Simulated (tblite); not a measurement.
C₂H₇NSi.
SMILES with atom numbers: `[CH2:1]=[CH:2][SiH2:3][NH2:4]` (hydrogens: H5, H6 on C1; H7 on C2; H8, H9 on Si3; H10, H11 on N4)

Cartesian coordinates in Å at the GFN2-xTB level; atoms count from 1:
```
atom  x, y, z in Å
C1    -2.0469    0.1838   -0.3585
C2    -0.8943    0.3305    0.2731
Si3    0.6590   -0.6744   -0.0697
N4     1.9620    0.4426    0.1112
H5    -2.9231    0.7710   -0.1243
H6    -2.1707   -0.5400   -1.1486
H7    -0.8328    1.0733    1.0600
H8     0.8970   -1.6959    0.9542
H9     0.5408   -1.3140   -1.3915
H10    2.9052    0.0927    0.0656
H11    1.9091    1.3332   -0.3574
```

Computed with GFN2-xTB (tblite): harmonic, unscaled wavenumbers at the GFN2-xTB geometry, gas phase. Against measured fundamentals such values can be off by several per cent, at times by over 20. Modes of hydrogen on silicon can be 10 to 20 % off. One conformer, not necessarily the lowest.

Harmonic wavenumbers (cm⁻¹): 38.3, 173.3, 218.0, 314.0, 435.0, 532.4, 555.3, 578.1, 707.4, 714.5, 801.1, 841.8, 896.1, 919.7, 1011.3, 1033.1, 1274.0, 1427.4, 1530.8, 1678.3, 2158.8, 2233.0, 3028.0, 3063.8, 3093.0, 3472.9, 3506.8.

A = 15796, B = 3170, C = 2836 MHz; mass 73.035 u (most abundant isotopes); point group C1, symmetry number 1.

Task: Zero-point energy?

Result: ½Σν̃ = 18118 cm⁻¹ = 51.80 kcal/mol.

Task: What is S at 200 K and 1 bar for an ideal gas of classical rigid rotors and harmonic oscillators?

Result: Translation 36.82, rotation 24.04, vibration 9.48: S = 70.3 cal/(mol K).

Task: And Cp and H(200 K) − H(0)?

Result: Cp = 18.80 cal/(mol K), of which vibrations give 10.85 (their classical limit is 27 R = 53.7); H(200 K) − H(0) = 2.60 kcal/mol without the zero-point energy, 1.01 from vibrations.

Task: Blend soft modes into free rotors: weight 1/[1 + (100 cm⁻¹/ν̃)⁴] for the oscillator and the rest for a rotor with moment μB/(μ + B), μ = h/(8π²ν), B = 10⁻⁴⁴ kg m². What vibrational entropy results?

Result: 8.41 cal/(mol K) in place of 9.48, which changes −T·S at 200 K by +0.21 kcal/mol.

Task: Which modes carry the vibrational entropy at 200 K?

Result: 38.3 cm⁻¹: 4.56; 173.3 cm⁻¹: 1.67; 218.0 cm⁻¹: 1.28; 314.0 cm⁻¹: 0.74; 435.0 cm⁻¹: 0.37; 532.4 cm⁻¹: 0.21 cal/(mol K); the other 21 give 0.64 together.

Task: How do the functions run with temperature in this model?

Result: 
| T (K) | S (cal/(mol K)) | Cp (cal/(mol K)) | H − H(0) (kcal/mol) | G − H(0) (kcal/mol) | ln q(vib) |
| --- | --- | --- | --- | --- | --- |
| 50 | 51.8 | 10.3 | 0.46 | -2.14 | 0.41 |
| 100 | 59.7 | 12.8 | 1.03 | -4.94 | 1.00 |
| 298.15 | 79.0 | 25.0 | 4.75 | -18.81 | 3.52 |
| 373.15 | 85.1 | 29.0 | 6.78 | -24.96 | 4.54 |
| 500 | 94.4 | 34.5 | 10.83 | -36.36 | 6.30 |
| 750 | 109.9 | 41.9 | 20.44 | -61.95 | 9.65 |
| 1000 | 122.6 | 46.9 | 31.58 | -91.06 | 12.76 |

q(vib) and H(0) count from the zero-point level.

Hindered rotation and anharmonicity are outside this model. Other conformers, if any are populated, would add a mixing term that is left out. The structure is chiral; the term R ln 2 for an equal mix with its mirror image is left out.
